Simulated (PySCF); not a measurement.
Species: tetrahydrothiopyran-4-one, C5H8OS.
Atom-mapped SMILES: `[O:1]=[C:2]1[CH2:3][CH2:4][S:5][CH2:6][CH2:7]1` (hydrogens: H8, H9 on C3; H10, H11 on C4; H12, H13 on C6; H14, H15 on C7)

The same species was optimised twice, with GFN2-xTB and with PBE0-D3(BJ)/def2-SVP (PySCF), and the same property calculations (PySCF, gas phase) were run on both structures.

```json
{"coordinate": "S5–C6 (Å)", "GFN2-xTB": "1.817", "PBE0-D3(BJ)/def2-SVP": "1.812", "change": "-0.005"}
{"coordinate": "C4–S5 (Å)", "GFN2-xTB": "1.817", "PBE0-D3(BJ)/def2-SVP": "1.812", "change": "-0.005"}
{"coordinate": "O1=C2 (Å)", "GFN2-xTB": "1.204", "PBE0-D3(BJ)/def2-SVP": "1.207", "change": "+0.003"}
{"coordinate": "C2–C3 (Å)", "GFN2-xTB": "1.514", "PBE0-D3(BJ)/def2-SVP": "1.516", "change": "+0.002"}
{"coordinate": "C2–C7 (Å)", "GFN2-xTB": "1.514", "PBE0-D3(BJ)/def2-SVP": "1.516", "change": "+0.002"}
{"coordinate": "C6–C7 (Å)", "GFN2-xTB": "1.527", "PBE0-D3(BJ)/def2-SVP": "1.527", "change": "0.000"}
{"coordinate": "C3–C4 (Å)", "GFN2-xTB": "1.527", "PBE0-D3(BJ)/def2-SVP": "1.527", "change": "0.000"}
{"coordinate": "C2–C3–C4 (°)", "GFN2-xTB": "110.8", "PBE0-D3(BJ)/def2-SVP": "113.3", "change": "+2.5"}
{"coordinate": "C2–C7–C6 (°)", "GFN2-xTB": "110.8", "PBE0-D3(BJ)/def2-SVP": "113.3", "change": "+2.5"}
{"coordinate": "C3–C2–C7 (°)", "GFN2-xTB": "114.5", "PBE0-D3(BJ)/def2-SVP": "116.4", "change": "+1.9"}
{"coordinate": "S5–C6–C7 (°)", "GFN2-xTB": "111.1", "PBE0-D3(BJ)/def2-SVP": "112.7", "change": "+1.6"}
{"coordinate": "C3–C4–S5 (°)", "GFN2-xTB": "111.2", "PBE0-D3(BJ)/def2-SVP": "112.7", "change": "+1.5"}
{"coordinate": "O1–C2–C7 (°)", "GFN2-xTB": "122.7", "PBE0-D3(BJ)/def2-SVP": "121.7", "change": "-1.0"}
{"coordinate": "O1–C2–C3 (°)", "GFN2-xTB": "122.7", "PBE0-D3(BJ)/def2-SVP": "121.8", "change": "-0.9"}
{"coordinate": "C4–S5–C6 (°)", "GFN2-xTB": "96.5", "PBE0-D3(BJ)/def2-SVP": "96.7", "change": "+0.2"}
```

Rotational constants: A = 3928, B = 1868, C = 1401 MHz (GFN2-xTB) against A = 3969, B = 1820, C = 1358 MHz (PBE0-D3(BJ)/def2-SVP). Point groups within 0.08 Å: Cs and Cs.

On the GFN2-xTB structure: lowest singlet, TDDFT (eV) 4.31 [PBE0/def2-SVPD]; lowest triplet, Tamm–Dancoff (eV) 3.71 [PBE0/def2-SVPD]; isotropic polarisability (au) 78.9 [PBE0/def2-SVPD]; HOMO (eV) -6.74 [PBE0/def2-SVPD]; LUMO (eV) -0.80 [PBE0/def2-SVPD]; dipole (D) 1.46 [PBE0/def2-SVPD]; HOMO (eV) -6.75 [PBE0/pcSseg-1]; LUMO (eV) -0.67 [PBE0/pcSseg-1]; dipole (D) 1.34 [PBE0/pcSseg-1]; GIAO shielding of O1 (ppm) -349.8 [PBE0/pcSseg-1]; GIAO shielding of C2 (ppm) -25.5 [PBE0/pcSseg-1]; GIAO shielding of C3/C7 (mean) (ppm) 138.0 [PBE0/pcSseg-1]; GIAO shielding of C4/C6 (mean) (ppm) 147.2 [PBE0/pcSseg-1]; GIAO shielding of S5 (ppm) 495.6 [PBE0/pcSseg-1].

Task: What do these properties become on the PBE0-D3(BJ)/def2-SVP structure?

Result: 
| property | level | on GFN2-xTB | on PBE0-D3(BJ)/def2-SVP | change |
| --- | --- | --- | --- | --- |
| lowest singlet, TDDFT (eV) | PBE0/def2-SVPD | 4.31 | 4.29 | -0.02 |
| lowest triplet, Tamm–Dancoff (eV) | PBE0/def2-SVPD | 3.71 | 3.69 | -0.02 |
| isotropic polarisability (au) | PBE0/def2-SVPD | 78.9 | 79.8 | +0.9 |
| HOMO (eV) | PBE0/def2-SVPD | -6.74 | -6.77 | -0.03 |
| LUMO (eV) | PBE0/def2-SVPD | -0.80 | -0.83 | -0.03 |
| dipole (D) | PBE0/def2-SVPD | 1.46 | 1.50 | +0.04 |
| energy, GFN2-xTB geometry as zero (kcal/mol) | PBE0/def2-SVPD | 0.0 | -1.0 | -1.0 |
| HOMO (eV) | PBE0/pcSseg-1 | -6.75 | -6.78 | -0.03 |
| LUMO (eV) | PBE0/pcSseg-1 | -0.67 | -0.70 | -0.03 |
| dipole (D) | PBE0/pcSseg-1 | 1.34 | 1.39 | +0.05 |
| energy, GFN2-xTB geometry as zero (kcal/mol) | PBE0/pcSseg-1 | 0.0 | -0.9 | -0.9 |
| GIAO shielding of O1 (ppm) | PBE0/pcSseg-1 | -349.8 | -361.5 | -11.7 |
| GIAO shielding of C2 (ppm) | PBE0/pcSseg-1 | -25.5 | -25.2 | +0.3 |
| GIAO shielding of C3/C7 (mean) (ppm) | PBE0/pcSseg-1 | 138.0 | 137.9 | -0.1 |
| GIAO shielding of C4/C6 (mean) (ppm) | PBE0/pcSseg-1 | 147.2 | 148.5 | +1.3 |
| GIAO shielding of S5 (ppm) | PBE0/pcSseg-1 | 495.6 | 515.2 | +19.6 |

The heavy atoms differ by 0.068 Å rms after alignment. Among bonds between heavy atoms C4–S5 and S5–C6 change most and about equally (-0.005 Å). Changes are differences of the printed values. Neither structure is proved a minimum here.
